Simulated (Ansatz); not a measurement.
Compare A (`CC(C)O[SiH]`) with its isomer B (`C/C=C(\O)[SiH3]`).

Gas-phase electronic energies from Ansatz, PBE0-D4/def2-TZVP geometries. CCSD(T)/CBS is the MP2 limit (def2-TZVPP, def2-QZVPP) plus CCSD(T) − MP2 in def2-TZVPP, frozen cores. Functionals use def2-TZVPP. B3LYP here is the variant with VWN-RPA as its local correlation; programs differ in this. One conformer a species, not always the lowest.

(1) Which is lower in electronic energy at CCSD(T)/CBS, and by how much? (An estimate is asked.)

(2) Give E(B) − E(A) in kJ/mol with MP2/def2-TZVPP, r2SCAN-D4, CCSD/def2-TZVPP, PBE0-D4, B2PLYP, PBE-D4, B3LYP. (An estimate is asked.)

Largest T1 diagnostic: 0.014.

Results:

(1) The calculation gave: A, by 49.0 kJ/mol.

(2) The calculation gave: MP2/def2-TZVPP 47.6, r2SCAN-D4 33.1, CCSD/def2-TZVPP 56.1, PBE0-D4 40.2, B2PLYP 46.8, PBE-D4 37.4, B3LYP 43.9. None reverses the order clearly.
